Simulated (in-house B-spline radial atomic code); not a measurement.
A fraction x of an electron is removed from 3d in As4+, starting from [Ar] 3d10 4s1 and keeping the highest spin. Computed with a radial B-spline atomic code at the basis-set limit: scalar-relativistic (X2C) SCAN, spin-polarised, spherical fractional occupations, Fermi nucleus of rms radius 4.0968 fm.

```csv
x,E(x) - E(0) (eV),3d down level (eV)
0,0.0000,-91.242
0.12,11.1360,-94.363
0.16,14.9314,-95.410
0.34,?,?
0.43,?,?
0.5,48.8997,-104.443
0.52,50.9940,-104.981
0.73,73.6374,-110.684
0.82,83.7100,-113.154
0.97,100.9939,-117.306
1,104.5256,-118.141
```

What belongs in the row x = 0.34?

An energy change of 32.5320 eV; 3d down at -100.163 eV.

What belongs in the row x = 0.43?

An energy change of 41.6546 eV; 3d down at -102.564 eV.

Check Janak's theorem between x = 0.12 and 0.16.

The slope of the energy is 94.89 eV; the orbital levels give 94.89 eV (-ε of the emptying orbital, averaged over the two points).
